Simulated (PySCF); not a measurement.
Excitations are Tamm–Dancoff values on a coarser integration grid. The basis has no diffuse functions, so Rydberg states are missing or too high.

Cartesian coordinates (Å):
```xyz
11

C     -1.1284    -0.6314    -0.2599
N      0.0394     0.2495    -0.3085
C      1.2456    -0.2343     0.3647
C     -0.1859     1.5655    -0.2885
N     -0.3722     2.7226    -0.3161
H     -1.4907    -0.7816     0.7731
H     -0.8526    -1.6062    -0.6860
H     -1.9352    -0.1974    -0.8615
H      2.0656     0.4717     0.1911
H      1.0941    -0.3493     1.4532
H      1.5203    -1.2093    -0.0617
```
Charge 0, multiplicity 1.

Task: Predict the T1 excitation (TDA), HOMO–LUMO gap, LUMO, S1–T1 gap (TDA) and dipole moment from PBE-D3(BJ)/def2-TZVP (PySCF 2.14.0).

Result: 
| Quantity | Value |
|---|---|
| T1 excitation (TDA) | 5.31 eV |
| HOMO–LUMO gap | 5.56 eV |
| LUMO | -0.24 eV |
| S1–T1 gap (TDA) | 0.33 eV |
| dipole moment | 4.88 D |
